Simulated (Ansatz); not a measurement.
**Relative stability**

The two ends of one reaction step of Ge4H12F2, closed shell (PBE0-D4/def2-TZVP).

A:

```xyz
18
angstrom
Ge -0.7346 -0.1648 -0.7782
Ge -0.9863 0.6365 1.4989
Ge 1.6156 -0.4448 -1.3244
Ge -1.9102 -2.2790 -0.9619
H -1.3940 0.8724 -1.7038
H 1.6639 2.5995 0.4498
F 1.2136 2.6367 -0.3680
H 1.4887 1.4660 2.2529
F 2.1216 2.1245 2.0373
H -2.0688 -0.1084 2.2976
H 0.3344 0.3459 2.2845
H -1.2301 2.1486 1.6003
H 2.0303 0.4759 -2.4770
H 2.4795 -0.1561 -0.0860
H 1.8555 -1.9093 -1.7385
H -1.7931 -2.8409 -2.3884
H -3.3986 -2.1125 -0.6114
H -1.2875 -3.2900 0.0163
```

B:

```xyz
18
angstrom
Ge -0.6606 0.0640 -1.1168
Ge -1.2940 1.2448 0.9019
Ge 1.7161 -0.4156 -1.2656
Ge -1.9487 -1.9966 -1.1141
H -1.1308 0.9379 -2.2960
H 1.3715 2.3639 1.0534
F -0.2222 2.6638 1.0769
H 2.0136 0.1608 2.7528
F 2.2230 1.9718 0.9866
H -1.0675 0.4658 2.2069
H 1.7826 -0.3666 3.2296
H -2.6921 1.8840 0.8778
H 1.8627 -1.4894 -2.3604
H 2.5010 0.8347 -1.6654
H 2.2045 -0.9881 0.0678
H -1.7490 -2.7278 -2.4500
H -3.4463 -1.7080 -0.9168
H -1.4638 -2.8990 0.0315
```

Ansatz 0.2.0; basis: def2-TZVPP; cores frozen in the correlated methods. Filled d shells of the heavier atoms are correlated. The def2 sets are not built for correlating such inner shells, so the correlated values are less sure here. B3LYP uses VWN-RPA correlation.

(1) Which structure is lower at CCSD(T), and by how much? (Judge from chemistry; the value comes from the calculation.)

T1 diagnostic: at most 0.012.

Answers

(1) Computed: B, by 28.6 kJ/mol (electronic energy, against the other). By their contacts, A is a complex of Ge₄H₁₀ ([GeH3][GeH]([GeH3])[GeH3]) + HF + HF and B is a complex of Ge₄H₉F ([F][GeH2][GeH]([GeH3])[GeH3]) + HF + H₂.

All methods give the same order:

```tsv
method	E(B) − E(A) (kJ/mol)
SPW92	-8.7
PBE-D4	-27.0
BLYP-D4	-39.5
r2SCAN-D4	-32.8
B97M-V	-30.5
PBE0-D4	-24.1
B3LYP-D4	-35.8
r2SCAN0-D4	-28.4
BHLYP-D4	-35.3
CAM-B3LYP-D4	-35.1
wB97X-V	-34.6
wB97M-V	-31.5
B2PLYP	-36.6
PBE-QIDH	-26.5
RPA on PBE	-32.8
HF	-44.0
MP2	-31.5
CCSD	-28.6
CCSD(T)	-28.6
```

Labels in which every atom is bracketed show which atoms are joined, not bond orders.

For scale, one of the runs: CCSD(T)/def2-TZVPP, 422 basis functions, launched by `ansatz run in.yaml --threads 4 --pin off --events-out ev --progress --plain --max-ram 63488MiB --backend cuda --devices 0, --max-vram 37GiB`. The run took 87 s on 4 CPU threads of an AMD EPYC 7R13 and a share of one NVIDIA H100 (shared host), with 0.98 GiB of host memory at its peak.
